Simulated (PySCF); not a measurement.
## Levels of Ag(42+) from EOM-EA-GCCSD

Reference: closed-shell Ag(43+), [He] 2s2; one electron is added. Calculated with PySCF 2.14, two-component X2C-1e with screened spin-orbit coupling, an even-tempered Gaussian basis (17 s from 5.3 bohr⁻², ratio 2.6; 13 p from 6.9 bohr⁻², ratio 2.6; 7 d from 7 bohr⁻², ratio 2.8; 4 f from 140 bohr⁻², ratio 2.8); frozen nothing; the 38 highest virtual spinors dropped; of the others 50 kept and the rest restored at second order. No Breit or QED terms. Binding energies in eV.

```csv
level,Koopmans,second order,EOM-CCSD
2p1/2,6795.3,6794.9,6792.0
2p3/2,6595.9,6596.4,6595.9
```

For comparison, the ionisation energy of Ag(42+) is 6785 ± 5 eV (semi-empirical (NIST evaluation); NIST Atomic Spectra Database, ionization energies).

Only part of the computed levels is shown.
